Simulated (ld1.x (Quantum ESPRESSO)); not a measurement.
**Building the TM semilocal potential for Ge (Z = 32) (PBE, scalar-relativistic).**

* Element: germanium
* Generator: ld1.x (Quantum ESPRESSO) 7.5
* Type: norm-conserving Troullier–Martins (semilocal form)
* Functional: PBE
* Relativity: scalar-relativistic
* Frozen core: [Ar] 3d10
* Valence charge: 4
* Reference configuration: 4s2 4p1.5 (charge +0.5)
* Partial waves: 4p (bound): rc 2.35 bohr; 4d channel at 0.2 Ry: rc 2.00 bohr; 4s (bound): rc 1.30 bohr
* Local potential: the s channel
* Core correction: a·sin(br)/r model core inside 1.15 bohr

All-electron outer shells of the reference configuration (PBE, scalar-relativistic, ld1.x):

```json
{"shell": "4s", "level (eV)": "-15.60", "outermost node (bohr)": "0.77", "outermost maximum (bohr)": "1.73"}
{"shell": "4p", "level (eV)": "-7.38", "outermost node (bohr)": "0.82", "outermost maximum (bohr)": "2.14"}
```

Calculated quality:

| Property | Result |
| --- | --- |
| Cutoffs needed | 45 Ry and 140 Ry (the cutoffs (Ry, on a coarse ladder) from which the occupation-weighted sum of valence levels, in a spherical-Bessel basis at the reference potential, stays within 10 and 1 mRy of its value at 400 Ry) |
| Ghost test | no extra level below or beside the all-electron valence levels (p, d, s tested); the semilocal form is local in each channel, so this says nothing of the separable form that plane-wave codes build from it (spherical-Bessel basis up to 400 Ry, 20 bohr box) |
| Largest excitation error | -238 meV (all-electron minus pseudo) for 4s1 4p0, out of 7 test configurations |

Generation and tests took about 4.3 s on one core of a shared server CPU.
